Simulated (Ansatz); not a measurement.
Geometry optimisation, UKS PBE/def2-SVPD (Ansatz 0.2.0).

Input file:

```yaml
crystal:
  periodic: [false, false, false]
  atoms:
    - { symbol: Ga, position_ang: [0.0, 0.0, -0.336681] }
    - { symbol: H, position_ang: [0.0, 0.0, 2.429852] }
    - { symbol: H, position_ang: [1.412814, 0.0, -1.084164] }
    - { symbol: H, position_ang: [-1.412814, 0.0, -1.084164] }
    - { symbol: F, position_ang: [0.0, 0.0, 3.365157] }
magnetization:
  spin_polarized: true
  initial_magnetization: 1
basis:
  gaussian: { orbitals: def2-SVPD }
hamiltonian:
  xc: pbe
relax:
  f_tol: 0.03
  max_steps: 50
```

Run as:

```bash
$ ansatz run input.yaml --threads 2 --pin off --max-ram 3072MiB --backend cpu --events-out ev --progress --plain --runs-dir out
```

Where does it end, and by what steps?

The forces met the threshold. After 4 steps the energy has fallen by 0.023 eV; H2 moved furthest, 0.19 Å.

```tsv
step	energy less start (eV)	largest force component (eV/Å)	accepted
0	0.0000	0.560	yes
1	-0.0189	0.534	yes
2	-0.0119	0.952	no
3	-0.0234	0.049	yes
4	-0.0235	0.025	yes
```

```xyz
5
Properties=species:S:1:pos:R:3
Ga 0.000 0.000 -0.216
H 0.000 0.000 2.237
H 1.412 0.000 -0.960
H -1.412 0.000 -0.960
F 0.000 0.000 3.190
```

Whether the end is a true minimum wasn't checked by a vibrational analysis.

Run time: 8.4 s on 2 threads of Arm Neoverse V2, on a shared host, peak memory 0.15 GiB.
